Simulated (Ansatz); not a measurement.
Isomers of Pb$_{3}$F$_{6}$ (singlet), relaxed with B3LYP-D4/def2-SVP; total energies from Ansatz at B2PLYP/def2-TZVP.

```json
{"isomer": "A", "description": "point group D3h; 12 × F–Pb 2.28 Å", "energy (Eh)": "-1177.34466"}
{"isomer": "B", "description": "point group not assigned; 10 × F–Pb 2.09 to 2.42 Å", "energy (Eh)": "-1177.33197"}
```

In the def2 sets Pb takes a core potential; there is no spin–orbit coupling. Correlated methods freeze 18 core orbitals; core or outer-core shells of Pb are correlated, in sets that lack core-valence functions.

The isomers come from a short search, and lower ones may exist.

Task: Work out the relative energies (1 Eh = 2625.5 kJ/mol) and the Boltzmann populations at 800 K from electronic energies alone (R = 8.314 J/mol/K).

Result: ΔE: A 0.0, B 33.3 kJ/mol. RT = 6.65 kJ/mol. Factors exp(−ΔE/RT): A 1, B 0.00669; sum 1.007. Populations: A 99.3 %, B 0.7 %. Zero-point energy, vibrational entropy and symmetry numbers are left out and can shift these; an error of 4 kJ/mol changes a ratio by a factor of 1.8. Over the other density-functional and correlated levels in def2 sets, the gap between A and B ranges from 33 to 57 kJ/mol.
